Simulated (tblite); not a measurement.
C6H10N2Si.
Z-matrix (Å and degrees, GFN2-xTB geometry), rows numbered from 1:
```
Si
N   1  1.7297
N   2  1.4045  1  122.71
C   3  1.3865  2  120.70  1   -64.79
C   4  1.3943  3  121.52  2   -27.35
C   5  1.3815  4  120.27  3  -175.89
C   6  1.3842  5  120.64  4     0.37
C   7  1.3859  6  119.35  5     0.02
C   8  1.3798  7  120.47  6    -0.35
H   1  1.4681  2  115.89  3    61.53
H   1  1.4642  2  104.47  3   -57.71
H   1  1.4585  2  102.54  3  -177.11
H   2  1.0109  1  120.54  3  -149.48
H   3  1.0134  2  111.41  1    73.05
H   5  1.0796  4  119.70  3     4.33
H   6  1.0804  5  119.36  4  -179.72
H   7  1.0794  6  120.37  5  -179.99
H   8  1.0804  7  120.01  6  -179.95
H   9  1.0811  4  119.23  3    -4.25
```

Computed with GFN2-xTB (tblite): harmonic, unscaled wavenumbers at the GFN2-xTB geometry, gas phase. Against measured fundamentals such values can be off by several per cent, at times by over 20. Modes of hydrogen on silicon can be 10 to 20 % off. One conformer, not necessarily the lowest.

Harmonic wavenumbers (cm⁻¹): 53.9, 75.6, 111.0, 186.8, 223.4, 291.9, 376.4, 400.2, 415.8, 463.9, 525.8, 573.9, 587.8, 604.0, 647.7, 657.4, 737.6, 753.6, 795.3, 829.8, 836.1, 846.8, 860.8, 871.6, 919.7, 923.2, 983.9, 1084.4, 1122.1, 1158.7, 1181.3, 1197.2, 1255.9, 1294.5, 1305.6, 1337.0, 1386.3, 1454.2, 1483.9, 1586.4, 1608.2, 2209.4, 2255.8, 2300.4, 3064.6, 3073.5, 3078.9, 3088.6, 3095.7, 3359.5, 3396.2.

A = 3198, B = 793.3, C = 715.9 MHz; mass 138.061 u (most abundant isotopes); point group C1, symmetry number 1.

Question: Zero-point energy?

Answer: Half the sum of the wavenumbers: 31466 cm⁻¹ = 89.97 kcal/mol.

Question: Entropy at 200 K, 1 bar (ideal gas, RRHO, classical rotation)?

Answer: Translation 38.72, rotation 28.37, vibration 16.23: S = 83.3 cal/(mol K).

Question: And Cp and H(200 K) − H(0)?

Answer: Cp = 27.70 cal/(mol K), of which vibrations give 19.75 (their classical limit is 51 R = 101.3); H(200 K) − H(0) = 3.41 kcal/mol without the zero-point energy, 1.82 from vibrations.

Question: Which modes carry the vibrational entropy at 200 K?

Answer: 53.9 cm⁻¹: 3.88; 75.6 cm⁻¹: 3.22; 111.0 cm⁻¹: 2.49; 186.8 cm⁻¹: 1.54; 223.4 cm⁻¹: 1.25; 291.9 cm⁻¹: 0.84 cal/(mol K); the other 45 give 3.01 together.

Question: Blend soft modes into free rotors: weight 1/[1 + (100 cm⁻¹/ν̃)⁴] for the oscillator and the rest for a rotor with moment μB/(μ + B), μ = h/(8π²ν), B = 10⁻⁴⁴ kg m². What vibrational entropy results?

Answer: 15.12 cal/(mol K) in place of 16.23, which changes −T·S at 200 K by +0.22 kcal/mol.

Question: How do the functions run with temperature in this model?

Answer: 
```json
{"T (K)": "50", "S (cal/(mol K))": "58.6", "Cp (cal/(mol K))": "12.3", "H − H(0) (kcal/mol)": "0.48", "G − H(0) (kcal/mol)": "-2.45", "ln q(vib)": "0.41"}
{"T (K)": "100", "S (cal/(mol K))": "68.5", "Cp (cal/(mol K))": "16.8", "H − H(0) (kcal/mol)": "1.21", "G − H(0) (kcal/mol)": "-5.64", "ln q(vib)": "1.39"}
{"T (K)": "298.15", "S (cal/(mol K))": "96.6", "Cp (cal/(mol K))": "39.7", "H − H(0) (kcal/mol)": "6.72", "G − H(0) (kcal/mol)": "-22.09", "ln q(vib)": "5.92"}
{"T (K)": "373.15", "S (cal/(mol K))": "106.5", "Cp (cal/(mol K))": "48.1", "H − H(0) (kcal/mol)": "10.02", "G − H(0) (kcal/mol)": "-29.71", "ln q(vib)": "7.81"}
{"T (K)": "500", "S (cal/(mol K))": "122.2", "Cp (cal/(mol K))": "59.7", "H − H(0) (kcal/mol)": "16.90", "G − H(0) (kcal/mol)": "-44.23", "ln q(vib)": "11.08"}
{"T (K)": "750", "S (cal/(mol K))": "149.6", "Cp (cal/(mol K))": "75.1", "H − H(0) (kcal/mol)": "33.91", "G − H(0) (kcal/mol)": "-78.31", "ln q(vib)": "17.50"}
{"T (K)": "1000", "S (cal/(mol K))": "172.6", "Cp (cal/(mol K))": "84.6", "H − H(0) (kcal/mol)": "53.95", "G − H(0) (kcal/mol)": "-118.68", "ln q(vib)": "23.52"}
```

q(vib) and H(0) count from the zero-point level.

Question: What must be added to the electronic energy to get the Gibbs energy at 200 K and 1 bar?

Answer: ZPE + [H(200 K) − H(0)] − T·S = 89.97 + 3.41 − 16.66 = 76.72 kcal/mol.

Hindered rotation and anharmonicity are outside this model. Other conformers, if any are populated, would add a mixing term that is left out. The structure is chiral; the term R ln 2 for an equal mix with its mirror image is left out.
